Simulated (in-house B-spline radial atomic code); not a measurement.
Configurations of Mn6+, with energies counted from [Ar] 3d1. All numbers are computed (non-relativistic LC-wPBE, spin-polarised, spherical fractional occupations; point nucleus) with an all-electron radial atomic-structure program (B-spline basis), not measured. Shells without spins written out take the highest spin.

Caution: exact exchange at fractional occupations of open shells leaves self-interaction of up to several eV.

Occupations are held fixed; configurations that lie above the ionisation limit could autoionise.

```json
{"configuration": "[Ar] 4s(0 up, 1 down)", "E - E(ref) (eV)": "36.047", "highest orbital": "4s down", "its <r> (bohr)": "1.844"}
{"configuration": "[Ar] 4p1", "E - E(ref) (eV)": "48.483", "highest orbital": "4p up", "its <r> (bohr)": "1.985"}
{"configuration": "[Ne] 3s2 3p5 3d2", "E - E(ref) (eV)": "53.106", "highest orbital": "3d up", "its <r> (bohr)": "0.855"}
{"configuration": "[Ne] 3s2 3p(2 up, 3 down) 3d(2 up, 0 down)", "E - E(ref) (eV)": "56.357", "highest orbital": "3d up", "its <r> (bohr)": "0.8578"}
{"configuration": "[Ne] 3s2 3p(3 up, 2 down) 3d(1 up, 0 down) 4s(0 up, 1 down)", "E - E(ref) (eV)": "93.184", "highest orbital": "4s down", "its <r> (bohr)": "1.852"}
{"configuration": "[Ne] 3s2 3p5 3d1 4d1", "E - E(ref) (eV)": "119.88", "highest orbital": "4d up", "its <r> (bohr)": "2.23"}
```

Problem. Order these further configurations by energy, lowest first.
A. [Ne] 3s2 3p(2 up, 3 down) 3d(0 up, 1 down) 4p(1 up, 0 down)
B. [Ne] 3s2 3p5 3d1 4f1
C. [Ne] 3s2 3p5 3d1 4p1
D. [Ar] 4d1
E. [Ne] 3s2 3p5 3d1 4s1

Solution. D (63.319 eV), E (92.397 eV), C (104.9 eV), A (105.55 eV), B (131.57 eV).

Problem. How far above the reference does [Ar] 4f1 lie?

Solution. 75.042 eV; its least bound orbital is 4f up with <r> = 2.429 bohr.
